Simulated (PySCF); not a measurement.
Field gradients at the hydrogen positions

Compound: C5H16FNSi2.
Cartesian coordinates in Å at the GFN2-xTB level; atoms count from 1:
```
atom  x, y, z in Å
C1    -1.6216   -1.2947    0.7655
N2    -0.5574   -0.7295   -0.0421
C3    -0.8203   -0.9996   -1.4411
C4    -0.1979    0.6737    0.2331
C5    -1.1935    1.6933   -0.3264
C6    -0.0903    0.8944    1.7433
Si7    1.5698    0.9050   -0.5018
Si8    2.6839   -1.0775   -0.1661
F9     4.1815   -0.8394   -0.7371
H10   -1.7594   -2.3342    0.4664
H11   -1.3467   -1.2855    1.8167
H12   -2.5848   -0.7772    0.6421
H13   -1.8029   -0.6350   -1.7749
H14   -0.0540   -0.5473   -2.0665
H15   -0.7925   -2.0799   -1.5950
H16   -2.1980    1.5219    0.0610
H17   -1.2311    1.6604   -1.4123
H18   -0.8860    2.6942   -0.0336
H19   -1.0689    0.8884    2.2214
H20    0.3616    1.8641    1.9390
H21    0.5294    0.1275    2.2031
H22    2.1732    2.0828    0.1510
H23    1.4851    1.3424   -1.9100
H24    2.9476   -1.4700    1.2175
H25    2.2622   -2.2541   -0.9197
```

Level: PBE0/pcSseg-1 (PySCF, non-relativistic); Q(2H) = 0.00286 b; rigid geometry, the same for H and D, with no vibrational averaging.

Task: Rank these positions by the coupling χzz of a deuteron there, largest first.
A. H15 (methyl hydrogen)
B. H12 (methyl hydrogen)
C. H22 (Si–H hydrogen)
D. H21 (methyl hydrogen)
E. H25 (Si–H hydrogen)

Result: D (211 kHz), A (204 kHz), B (194 kHz), E (111 kHz), C (105 kHz).

Task: What are Vzz, η and χzz (234.96 MHz × Q × Vzz) at all hydrogens?

Result: 
| atom | bonded to | bond length (Å) | Vzz (au) | η | χzz (kHz) |
| --- | --- | --- | --- | --- | --- |
| H10 | C1 | 1.090 | 0.3049 | 0.06 | 205 |
| H11 | C1 | 1.087 | 0.3116 | 0.05 | 209 |
| H12 | C1 | 1.100 | 0.2886 | 0.05 | 194 |
| H13 | C3 | 1.100 | 0.2877 | 0.05 | 193 |
| H14 | C3 | 1.088 | 0.3088 | 0.08 | 208 |
| H15 | C3 | 1.092 | 0.3035 | 0.05 | 204 |
| H16 | C5 | 1.090 | 0.3121 | 0.01 | 210 |
| H17 | C5 | 1.087 | 0.3152 | 0.02 | 212 |
| H18 | C5 | 1.087 | 0.3155 | 0.02 | 212 |
| H19 | C6 | 1.089 | 0.3116 | 0.01 | 209 |
| H20 | C6 | 1.088 | 0.3132 | 0.02 | 210 |
| H21 | C6 | 1.088 | 0.3137 | 0.02 | 211 |
| H22 | Si7 | 1.476 | 0.1570 | 0.03 | 105 |
| H23 | Si7 | 1.477 | 0.1565 | 0.02 | 105 |
| H24 | Si8 | 1.462 | 0.1619 | 0.02 | 109 |
| H25 | Si8 | 1.460 | 0.1644 | 0.01 | 111 |

Task: Average by the element that carries the hydrogen.

Result: on C: 206 kHz over 12 positions, mean bond length 1.090 Å; on Si: 107 kHz over 4 positions, mean bond length 1.469 Å.

Task: How does χzz go with the bond length over the 12 C–H bonds?

Result: A straight-line fit has a slope of -13.1 kHz for each 0.01 Å, with a correlation coefficient of -0.97, over lengths from 1.087 to 1.100 Å. The longer bonds have the smaller couplings here.

Task: Give the 2H NMR doublet splittings at H20 for a magnetic field along the z, y and x axes of the gradient: 3χ/2, 3χ(1 + η)/4, 3χ(1 − η)/4.

Result: With |χ| = 210.5 kHz and η = 0.023: 316, 162 and 154 kHz, to first order and without motion.

Isolated species at its GFN2-xTB geometry (one conformer only). GFN2-xTB bond lengths can be off by several hundredths of an ångström, more for odd bonds, and the gradients follow them. With a basis this small, the couplings can be 20 % off.
